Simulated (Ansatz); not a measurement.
F2H2S2Si, SMILES `F[Si](F)(S)S`. Total charge 0; spin multiplicity 1.

```csv
atom,x (Å),y (Å),z (Å)
F1,0.545,1.909,0.174
Si2,-0.045,0.450,0.015
F3,-1.128,0.553,-1.137
S4,1.400,-0.966,-0.565
S5,-0.862,-0.029,1.890
H6,1.296,-0.650,-1.869
H7,-1.207,-1.266,1.492
```

Q: What are the harmonic wavenumbers in cm⁻¹ at PBE0-D4/def2-TZVP (Ansatz, finite differences of forces, unscaled)? (An estimate is asked.)

A: The calculation gave: 137, 140, 205, 240, 250, 290, 319, 479, 608, 743, 764, 900, 958, 2699, 2709.

Q: Is this a minimum?

A: Yes, all 15 modes are real.

Q: Give the ideal-gas thermochemistry at 298.15 K and 1 bar (rigid rotor, harmonic oscillator; point group C1, symmetry number 1).

A: Zero-point energy 68.4 kJ/mol; H(298) − E = 89.8 kJ/mol; entropy 353.7 J/(mol·K), of which translation 169.8, rotation 117.1, vibration 66.8; G(298) − E = -15.6 kJ/mol.

Q: Rotational constants (cm⁻¹)?

A: 0.09517, 0.06418, 0.05312.
